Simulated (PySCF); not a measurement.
Species: C₂H₇BO.
Atom-mapped SMILES: `[CH3:1][BH:2][O:3][CH3:4]`

A calculation gives these core lines: B 1s: 196.29 eV; C 1s: 290.00 (area 1), 292.50 (area 1) eV; O 1s: 538.76 eV.

The calculation used delta-SCF UKS SCAN, pcX-2 on the ionised atom, pcseg-1 elsewhere, spin-free X2C in PySCF 2.14.0. Isolated species at its PBE0-D3(BJ)/def2-SVP geometry (one conformer only).

Question: Which carbon gives which C 1s line?

Answer: 290.00 eV: C1 (sp3 carbon bound to boron); 292.50 eV: C4 (methoxy carbon). The listed C 1s values span 2.50 eV, from C1 (bonded to 3 H and B) to C4 (bonded to O and 3 H).

Bonded neighbours of each site: C1: 3 H and B; B2: O, C and H; O3: C and B; C4: O and 3 H.

Question: Give the binding energy of C 1s of C4 in hartree and in kJ/mol.

Answer: 292.50 eV = 10.7492 Eh = 28222 kJ/mol.

On one thread of an Arm Neoverse V2, on a shared host, this took 20 s of wall time.

Shape of the structure used: `[CH3:1][BH:2][O:3][CH3:4]`: C1–B2–O3–C4 179°.
